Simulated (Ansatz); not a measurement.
Ge7S6 (the lowest singlet isomer of a short search), 13 atoms. Hardware: 4 threads of Arm Neoverse N1 on a shared host.

The 6-31G sets use Cartesian d functions.

(1) How many basis functions does each of these Ansatz runs have, and roughly what does it cost? HF/6-31G, charge 0 singlet, energy; PBE-D4/def2-SVP, charge 0 triplet at the geometry of the charge 0 singlet, energy; PBE-D4/def2-SVP, charge -1 doublet at the geometry of the charge 0 singlet, energy; r2SCAN-D4/def2-SVP, charge 0 triplet at the geometry of the charge 0 singlet, energy, from earlier orbitals; HF/STO-3G, charge 0 singlet, energy; r2SCAN-D4/def2-SVP, charge -1 doublet, relaxation, 17 steps; r2SCAN-D4/def2-SVP, charge 0 singlet, energy, from earlier orbitals; PBE0-D4/def2-SVP, charge 0 singlet, energy, from earlier orbitals; r2SCAN-D4/def2-SVP, charge 0 singlet, relaxation, 9 steps; PBE-D4/def2-SVP, charge -1 doublet, energy, from earlier orbitals; PBE-D4/def2-SVP, charge 0 singlet, energy and forces, from earlier orbitals; B3LYP-D4/6-31G, charge 0 singlet, energy.

Results:

(1) Other jobs shared the machine, so times can vary by a factor of up to 3.

```tsv
run	functions	fitting or Cholesky vectors	wall time	peak host memory (GiB)
HF/STO-3G, charge 0 singlet, energy	180	1867	21 s	1.3
PBE-D4/def2-SVP, charge 0 singlet, energy and forces, from earlier orbitals	332	3687	26 s	1.2
HF/6-31G, charge 0 singlet, energy	281	2591	43 s	1.8
PBE-D4/def2-SVP, charge -1 doublet, energy, from earlier orbitals	332	3687	51 s	1.4
B3LYP-D4/6-31G, charge 0 singlet, energy	281	2591	52 s	1.9
PBE-D4/def2-SVP, charge 0 triplet at the geometry of the charge 0 singlet, energy	332	3687	64 s	1.4
PBE-D4/def2-SVP, charge -1 doublet at the geometry of the charge 0 singlet, energy	332	3687	66 s	1.4
r2SCAN-D4/def2-SVP, charge 0 singlet, energy, from earlier orbitals	332	3687	68 s	1.3
PBE0-D4/def2-SVP, charge 0 singlet, energy, from earlier orbitals	332	3139	96 s	2.3
r2SCAN-D4/def2-SVP, charge 0 triplet at the geometry of the charge 0 singlet, energy, from earlier orbitals	332	3687	2.9 min	1.6
r2SCAN-D4/def2-SVP, charge 0 singlet, relaxation, 9 steps	332	3687	5.6 min	1.3
r2SCAN-D4/def2-SVP, charge -1 doublet, relaxation, 17 steps	332	3687	23 min	1.4
```
